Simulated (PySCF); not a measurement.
# Ionisation energy of Hf³⁺ by level of theory

Hf³⁺ [Xe] 4f14 5d1 [5d3/2^1, M_J = 3/2] → Hf⁴⁺ [Xe] 4f14, as a difference of total energies. All numbers are calculated (PySCF 2.14, the two-component X2C-1e Hamiltonian, in x2c-SVPall-2c). Correlated levels: [Kr] 4d10 4f14 frozen; the 32 highest virtual spinors dropped. "Screened" scales the spin-orbit matrix elements by Boettger's factors to mimic the two-electron term; Breit and QED terms are absent.

| method | ionisation energy (eV) |
| --- | --- |
| GHF (spin-free) | 32.204 |
| GMP2 (spin-free) | 32.183 |
| GHF (screened spin-orbit) | 32.573 |
| GMP2 (screened spin-orbit) | 32.566 |

The spin-free rows lack the spin-orbit shift.

Errors of the correlated levels include the incompleteness of this basis and the frozen core.

For comparison: 33.37 ± 0.025 eV (semi-empirical (NIST evaluation); NIST Atomic Spectra Database, ionization energies).
